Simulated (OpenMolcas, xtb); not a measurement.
How methods differ on GaNH3 (SMILES [NH2][GaH])

The species is GaNH3 (5 atoms), meant as a doublet with charge 0. SMILES: `[NH2][GaH]`. The shape is that of a PBE0-D4/def2-TZVP optimisation. This is one conformer, not always the lowest.

Quantity: the vertical energy of the quartet above the doublet, in eV. The values are calculated.

| level | kind | program | value (eV) | CPU time (all runs) |
| --- | --- | --- | --- | --- |
| GFN1-xTB | semi-empirical | xtb | 7.67 | under 2 s |
| UHF/def2-TZVP | Hartree–Fock | OpenMolcas | 3.50 | 24 s |
| USVWN5/def2-TZVP | LDA | OpenMolcas | 5.10 | 1.7 min |
| UBLYP/def2-TZVP | GGA | OpenMolcas | 4.93 | 2.4 min |
| UM06-L/def2-TZVP | meta-GGA | OpenMolcas | 4.87 | 2.3 min |
| UTPSS/def2-TZVP | meta-GGA | OpenMolcas | 4.63 | 2.4 min |
| UPBE0/def2-TZVP | global hybrid | OpenMolcas | 4.61 | 96 s |

All-electron rows without a relativistic Hamiltonian named are non-relativistic. The values span 3.50 to 7.67 eV. The xTB rows lack spin polarisation, so open shells miss the exchange term that lowers them. Times are those of the runs behind each value, whatever else they computed, on shared processors of several kinds: orders of magnitude only.
